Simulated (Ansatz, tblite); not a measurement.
Forces on Pd4H3 at its B3LYP-D4/def2-SVP geometry. The state is a doublet with charge 0.

In the def2 sets Pd takes a core potential; there is no spin–orbit coupling. The xTB rows come from tblite. Another isomer (doublet) lies 0.27 eV lower at PBE0-D4/def2-TZVP; other spin states weren't run for this one.

GFN1-xTB (tblite), largest force 1.04 eV/Å:

```xyz
7
positions Å, forces eV/Å
Pd   -0.947   -0.887    0.400    0.521    0.868    0.221
Pd    1.167    0.965    0.971   -0.255   -0.334   -0.311
Pd    1.565   -0.968   -0.845   -0.767    0.388    0.316
Pd   -0.321    1.098   -1.294    0.278   -0.402    0.226
H     0.931    0.156   -1.863   -0.044   -0.007    0.133
H    -2.244   -0.486    1.167    0.366   -0.261   -0.263
H    -0.152    0.121    1.464   -0.099   -0.252   -0.324
```

GFN2-xTB (tblite), largest force 1.09 eV/Å:

```
Pd -0.087 0.689 0.843
Pd -0.165 -0.210 0.145
Pd -0.313 0.401 -0.344
Pd 0.411 -0.173 -0.322
H -0.029 -0.140 0.233
H 0.015 -0.450 -0.296
H 0.168 -0.117 -0.259
```

PBE-D4/def2-TZVP (Ansatz), largest force 0.53 eV/Å:

```
Pd 0.402 0.255 -0.229
Pd -0.056 -0.184 -0.469
Pd -0.262 0.260 0.269
Pd 0.115 -0.261 0.426
H 0.069 0.003 -0.150
H -0.120 0.013 0.047
H -0.148 -0.087 0.107
```
